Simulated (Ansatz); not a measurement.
`F[SiH2]C[SiH3]` + `[NH2][GeH3]` → `F[SiH2][NH][GeH3]` + `C[SiH3]` at 600 K and 1 bar (ligand exchange at the Si–C bond).

Computed with Ansatz on PBE0-D4/def2-TZVP structures; ΔE is electronic, products minus reactants. CBS: MP2 limit from def2 TZ/QZ plus the TZ coupled-cluster correction, frozen cores. This one scheme is used for every species. For Ge outer-core shells are correlated without core-valence functions, which leaves a few kJ/mol of doubt a bond. Scalar relativity is left out up to krypton. One conformer a species, not always the lowest.

```
            species  CCSD(T)/CBS energy (Eh)  H − E (kJ/mol)  S (J/(mol·K))
   `F[SiH2]C[SiH3]`               -720.28481           251.7          442.7
      `[NH2][GeH3]`              -2133.81884           167.5          333.3
`F[SiH2][NH][GeH3]`              -2523.39267           219.3          446.4
          `C[SiH3]`               -330.73916           199.7          315.0
```

H − E and S are ideal-gas, rigid-rotor, harmonic terms from PBE0-D4/def2-TZVP, for one conformer and one mirror image of each species. 1 Eh = 2625.50 kJ/mol, R = 8.31446 J/(mol·K).

Problem. By hand: ΔE, ΔH, ΔS and ΔG.

Solution. ΔE = (-2523.39267) + (-330.73916) − (-720.28481) − (-2133.81884) = -0.02818 Eh = -74.0 kJ/mol. Δ(H − E) = 219.3 + 199.7 − 251.7 − 167.5 = -0.2, so ΔH = -74.2 kJ/mol. ΔS = 446.4 + 315.0 − 442.7 − 333.3 = -14.6 J/(mol·K). ΔG = -74.2 − 600 × (-14.6)/1000 = -65.4 kJ/mol.

Problem. By hand: the equilibrium constant, and the temperature at which ΔG would vanish if ΔH and ΔS stayed fixed.

Solution. log₁₀ K = −ΔG/(RT ln 10) = 5.7. ΔG = 0 at ΔH/ΔS = 5082 K, far beyond where these terms or the molecules hold.

The number of gas molecules stays the same, so ΔS is small and ΔH decides. A doubt of 5 kJ/mol in ΔE shifts log₁₀ K by 0.4 here. Other conformers and mirror images would add mixing entropy, several J/(mol·K) or more a flexible species. Modes under 60 cm⁻¹, often nearly free rotors, make the harmonic entropy too high. These are equilibria of isolated gas molecules and say nothing of rates. Largest T1 diagnostic: 0.012 (customary marks: 0.02 for closed shells, 0.045 for open ones).
